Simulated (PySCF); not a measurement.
EPR parameters of C7H10F

C₇H₁₀F (doublet state).
Z-matrix (Å and degrees, GFN2-xTB geometry), rows numbered from 1:
```
C 
C   1  1.5067
C   2  1.5435  1  117.79
C   3  1.4905  2   98.10  1   179.98
C   4  1.4737  3  102.10  2    -0.01
F   5  1.3612  4  118.92  3   179.99
C   2  1.5445  1  121.75  3  -126.05
C   2  1.5444  1  121.71  3   126.02
H   1  1.0880  2  110.26  3    60.12
H   1  1.0881  2  110.27  3   -59.88
H   1  1.0875  2  110.63  3  -179.89
H   3  1.0950  2  112.34  1   -60.63
H   3  1.0950  2  112.33  1    60.58
H   4  1.0673  3  129.39  2  -179.73
H   7  1.0863  2  113.62  1   -50.25
H   7  1.0872  2  118.19  1    82.28
H   8  1.0871  2  118.21  1   -82.27
H   8  1.0863  2  113.66  1    50.31
```

The hyperfine couplings belong to this conformer and change with its torsions.

Identity: `C[C@]12C[CH][C@](F)(C1)C2` [radical].

Computed, not measured: PySCF, UKS B3LYP, pcH-1 on C F H, non-relativistic, mean-field spin-orbit, GIAO. Isolated species at its GFN2-xTB geometry, gas phase. A GFN2-xTB geometry isn't a minimum of the functional, and hyperfine couplings can be far from their values at a DFT geometry. No stability test was run, so a lower SCF solution isn't excluded.

```
g1, g2, g3      : 2.00221, 2.00267, 2.00282
g_iso           : 2.00257
Form of g       : rhombic: the two nearest values differ by 24 % of g3 − g1
⟨S²⟩            : 0.7540 (exact 0.7500)
Total energy    : -372.53520 Eh
Basis functions : 300
```

Hyperfine couplings atom by atom, in 10⁻⁴ cm⁻¹; T1 to T3 are the principal values of the dipolar part (1 × 10⁻⁴ cm⁻¹ = 2.998 MHz):

```tsv
atom	isotope	a_iso	T1	T2	T3	Mulliken spin population
C1	13C	-0.4	-0.1	-0.1	0.2	0.00
C2	13C	-0.8	-0.4	-0.3	0.7	-0.01
C3	13C	-10.2	-0.7	0.1	0.6	-0.08
C4	13C	30.0	-27.1	-26.8	53.9	1.02
C5	13C	-13.4	-0.7	0.0	0.8	-0.07
F6	19F	-3.4	-1.6	-1.5	3.1	0.00
C7	13C	17.4	-2.0	-1.8	3.8	0.05
C8	13C	17.4	-2.0	-1.8	3.8	0.05
H9	1H	-0.1	-0.4	-0.3	0.7	0.00
H10	1H	-0.1	-0.4	-0.3	0.7	0.00
H11	1H	-0.1	-0.3	-0.3	0.6	0.00
H12	1H	29.9	-1.6	-1.3	2.9	0.03
H13	1H	29.8	-1.6	-1.3	2.9	0.03
H14	1H	-22.4	-13.2	0.3	12.9	-0.04
H15	1H	3.8	-1.2	-0.6	1.8	0.01
H16	1H	-1.1	-2.0	-0.6	2.6	0.00
H17	1H	-1.1	-2.0	-0.6	2.6	0.00
H18	1H	3.9	-1.2	-0.6	1.8	0.01
```

The largest Mulliken spin populations are on C4 (+1.02), C3 (-0.08) and C5 (-0.07). No atom but C4 exceeds +0.15. The angles at C4 add up to 360.0°, so it is planar; its axial dipolar tensor and the negative coupling of its proton fit spin in a p orbital normal to that plane.

Axes: g3 points within 6° of the C4–H14 bond.

Under fast tumbling the dipolar parts average out, and these isotropic splittings remain: 2 × 1H (H12/H13, I = 1/2, 3 lines) with 3.20 mT, 1 × 1H (H14, I = 1/2, 2 lines) with 2.39 mT, 2 × 1H (H15/H18, I = 1/2, 3 lines) with 0.41 mT, 1 × 19F (F6, I = 1/2, 2 lines) with 0.36 mT and 2 × 1H (H16/H17, I = 1/2, 3 lines) with 0.12 mT.

Nuclei that the bonding pattern makes equivalent are averaged, as if the motion that swaps them (rotation, inversion, ring flip) were fast.

The 13C coupling of C4 (89.9 MHz) shows only in satellite lines or after enrichment, since that isotope makes up about 1.07 % of natural carbon.

The spin density at the nucleus, in bohr⁻³, is negative for C5 (-0.0356), C3 (-0.0271) and H14 (-0.0150), for instance. A restricted open-shell determinant has no negative spin density anywhere; here it arises because α and β orbitals differ (spin polarisation).

Time: 2.0 min of wall time (grids of density and orbitals included); peak memory 0.98 GiB. Hardware: one thread, AMD EPYC (x86_64) (shared host).
